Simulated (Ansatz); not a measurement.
## What each rung costs, and what it gives

Saddle point of SiHF4, doublet (SiF₄ ([F][Si]([F])([F])[F]) + H → SiF₃ ([F][Si]([F])[F]) + HF; bonds formed: F1–H6; bonds broken: F1–Si2), PBE0-D4/def2-TZVP structure:

```
6
angstrom
F -0.8412 -0.8184 0.6621
Si 0.5173 0.1345 -0.0964
F 0.1269 -0.0609 -1.6112
F 0.0635 1.5807 0.3371
F 2.0996 0.1002 -0.0161
H -1.9660 -0.9361 0.7244
```

Barriers are electronic and count from the start structure reached by relaxing down the imaginary mode. Spin–orbit coupling is left out.

Ansatz 0.2.0; basis: as named in each row; cores frozen in the correlated methods; orbitals are unrestricted. B3LYP uses VWN-RPA correlation. Extrapolation: Hartree–Fock as exp(−7.88 √X), correlation as X^−2.97.

Times are rough, for one single point on 8 threads of a shared host (Arm Neoverse V1).

The estimate by CCSD(T) at an estimated basis limit (MP2 extrapolated from triple and quadruple zeta, plus CCSD(T) − MP2 in triple zeta) is 2.476 eV.

```csv
method,basis,time (s),barrier (eV),method less estimate
HF,STO-3G,under 1,1.938,-0.539
PBE-D4,STO-3G,under 1,0.157,-2.319
SPW92,def2-SVP,under 1,1.292,-1.184
PBE-D4,def2-SVP,under 1,1.537,-0.939
B3LYP-D4,6-31G,under 1,0.833,-1.644
SPW92,def2-TZVPP,under 1,1.400,-1.076
PBE0-D4,def2-SVP,under 1,1.923,-0.553
PBE-D4,def2-TZVPP,1,1.656,-0.821
BLYP-D4,def2-TZVPP,1,1.640,-0.837
PBE0-D4,def2-TZVPP,1,2.064,-0.412
B3LYP-D4,def2-TZVPP,1,1.953,-0.523
BHLYP-D4,def2-TZVPP,1,2.423,-0.053
CAM-B3LYP-D4,def2-TZVPP,2,2.152,-0.324
RPA on PBE,def2-TZVPP,2,2.269,-0.208
B2PLYP,def2-TZVPP,2,2.242,-0.235
PBE-QIDH,def2-TZVPP,2,2.504,0.028
r2SCAN-D4,def2-TZVPP,2,1.928,-0.548
r2SCAN0-D4,def2-TZVPP,2,2.186,-0.290
wB97M-V,def2-SVP,3,2.058,-0.418
B97M-V,def2-TZVPP,4,2.100,-0.376
wB97X-V,def2-TZVPP,4,2.388,-0.088
CCSD(T),def2-SVP,4,2.508,0.031
wB97M-V,def2-TZVPP,4,2.223,-0.254
MP2,def2-QZVPP,7,2.622,0.146
CCSD(T),def2-TZVPP,110,2.527,0.050
```

All methods are single points on the PBE0-D4 structures.

No T1 diagnostic of these runs exceeds 0.015. ⟨S²⟩ of the unrestricted Hartree–Fock references: 0.75 to 0.78 (a pure state has 0.75).

Radical steps of this kind take place in plasma deposition and etching.

Labels in which every atom is bracketed show which atoms are joined, not bond orders.
